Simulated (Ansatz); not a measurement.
Reaction (formal exchange of groups at the Si–B bond): `CS[SiH2]BO` + `OCS` → `CS[SiH2]S` + `OBCO`

Program: Ansatz. Geometries: PBE0-D4/def2-TZVP. ΔE: electronic, gas phase. CCSD(T)/CBS is the MP2 limit (def2-TZVPP, def2-QZVPP) plus CCSD(T) − MP2 in def2-TZVPP, frozen cores. One conformer a species, not always the lowest.

`CS[SiH2]BO`:

Z-matrix (Å, degrees):
```
C
S 1 1.816
H 1 1.091 2 111.1
H 1 1.090 2 106.8 3 -118.3
H 1 1.090 2 111.6 3 123.1
Si 2 2.137 1 99.5 3 -60.4
B 6 2.033 2 109.7 1 -58.4
H 6 1.499 2 109.8 1 63.3
H 6 1.487 2 105.0 1 179.9
O 7 1.351 6 122.8 2 112.4
H 7 1.200 6 121.7 2 -64.8
H 10 0.962 7 114.1 6 3.1
```

`OCS`:

Cartesian coordinates in Å:
```
O -0.579 0.789 -0.766
C 0.311 -0.114 -0.160
S -0.585 -1.328 0.808
H -0.062 1.446 -1.242
H 0.865 -0.706 -0.898
H 1.033 0.400 0.483
H -0.982 -0.486 1.775
```

`CS[SiH2]S`:

Cartesian coordinates in Å:
```
C 1.097 1.143 -0.676
S -0.476 1.357 0.205
Si -1.205 -0.630 0.142
S 0.106 -2.056 1.048
H 1.699 0.367 -0.204
H 1.624 2.094 -0.614
H 0.925 0.897 -1.724
H -1.332 -1.138 -1.248
H -2.523 -0.571 0.817
H 0.084 -1.464 2.254
```

`OBCO`:

Cartesian coordinates in Å:
```
O -1.060 -1.124 0.008
B -0.387 -0.159 -0.667
C 0.671 0.658 0.140
O 0.819 0.302 1.499
H -1.701 -1.605 -0.518
H -0.606 0.046 -1.830
H 1.642 0.570 -0.375
H 0.417 1.727 0.060
H 0.205 -0.415 1.682
```

```csv
species,CCSD(T)/CBS(def2) energy (Eh)
`CS[SiH2]BO`,-829.14178
`OCS`,-513.38917
`CS[SiH2]S`,-1126.34514
`OBCO`,-216.24147
```

Work out ΔE.

ΔE = (-1126.34514) + (-216.24147) − (-829.14178) − (-513.38917) = -0.05566 Eh = -1.51 eV.

Largest T1 diagnostic among the species: 0.013.

From PBE to PBE0 (25 % exact exchange), in def2-TZVPP and without D4, ΔE moves by −0.07 eV.
